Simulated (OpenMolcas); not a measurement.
P+: effect of the basis set

```json
{"Program": "OpenMolcas", "Method": "SS-RASPT2, IPEA 0.25 Eh, imaginary shift 0.1 Eh (closed shells correlated: 2s 2p 3s)", "Active space": "2 electrons in 9 orbitals (RAS2 3p; RAS3 3d 4s, at most 1 electron)", "State averaging": "2S+1 = 3 even, 3 roots; 2S+1 = 1 even, 6 roots; 2S+1 = 3 odd, 18 roots; 2S+1 = 1 odd, 18 roots", "Spin-orbit coupling": "RASSI with atomic mean-field integrals over the reference wave functions, term energies averaged over their components"}
```

A. ANO-RCC-VQZP [6s5p3d2f1g], DKH2, point nucleus; CASPT2 step about 20 core-seconds
B. ANO-R3 [6s5p4d2f1g], X2C, finite nucleus; CASPT2 step roughly 40 core-seconds
C. ANO-RCC [8s7p5d4f2g], DKH2, point nucleus; CASPT2 step roughly 40 core-seconds

Energies in cm-1 above 3s2 3p2 3P0, the measured ground level; measured values from NIST Handbook of Basic Atomic Spectroscopic Data.

```csv
Level,A,B,C,Measured
3s2 3p2 3P0,0.0,0.0,0.0,0.0
3s2 3p2 3P1,145,147,146,165
3s2 3p2 3P2,418,424,422,469
3s2 3p2 1D2,8670,8800,8590,8882
3s2 3p2 1S0,26160,26420,25920,21576
3s2 3p 3d 1D* 2,83580,85380,85340,
3s2 3p 3d 3F* 2,86320,92200,86130,
3s2 3p 3d 3F* 3,86460,92340,86250,
3s2 3p 3d 3F* 4,86670,92550,86470,
3s2 3p 4s 3P* 0,86790,85860,85650,86598
3s2 3p 4s 3P* 1,86920,85980,85780,86744
3s2 3p 4s 3P* 2,87240,86310,86110,87125
3s2 3p 4s 1P* 1,89280,88020,87710,88893
3s2 3p 3d 3D* 1,93260,101180,92330,
3s2 3p 3d 3D* 3,93450,101300,92500,
3s2 3p 3d 3P* 1,93620,99850,92950,
3s2 3p 3d 3P* 0,93630,99940,92990,
3s2 3p 3d 1P* 1,105910,118850,103330,
3s2 3p 3d 1F* 3,108860,125590,105020,
```

Deviations, from unrounded energies. A percentage is the sum of absolute deviations over the sum of measured energies, with the sign that they share, or ± where signs differ.

| Against measurement | Levels | A | B | C |
| --- | --- | --- | --- | --- |
| mean absolute deviation (cm-1) | 8 | 720 | 1000 | 1100 |
| fine structure of the ground term (%) | 2 | -11.2 | -10.1 | -10.4 |
| other terms of the ground configuration (%) | 2 | ±15.8 | ±16.2 | ±15.2 |
| other configurations (%) | 4 | +0.2 | -0.9 | -1.2 |

A lies closest to measurement on these levels and C furthest from it. The largest miss of A in the table is 3s2 3p2 1S0, by +4600 cm-1. The ranking rests on the paired levels alone, and a cruder setting can come out closer through cancelling errors.

Among A to C the level of the table that moves most is 3s2 3p 3d 1F* 3, by 21000 cm-1 (lowest in C, highest in B). Moves below CASPT2's spread within the term are not significant.

CASPT2 breaks the degeneracy within a term, and the mean is taken; among the terms shown or strongly mixed into the levels shown the widest spread is 220 cm-1 (3s2 3p 3d 1F*, C). Over all roots computed the reference weight is 0.91 to 0.97 in A, 0.88 to 0.96 in B, 0.90 to 0.96 in C; the roots of lowest weight are the least certain, and an intruder state may touch them. ANO sets are built for valence states and can reach diffuse excited orbitals poorly, and with the s shell closed the s pⁿ⁺¹ terms that mix with these levels are absent. With the s shell closed, the reference lacks s² → p² mixing. Some terms miss by over 15 % even with CASPT2, which points to a basis or an active space too small for the shells correlated. Computed and measured levels are paired by configuration, term and J; levels that our copy of the source lacks, or whose pairing is in doubt (as where it misses far off the trend of its configuration), stay unpaired and out of the deviations. Only configurations of the active space appear. Levels that lie high or do not pair safely by name in every column are left out.

* marks odd parity.
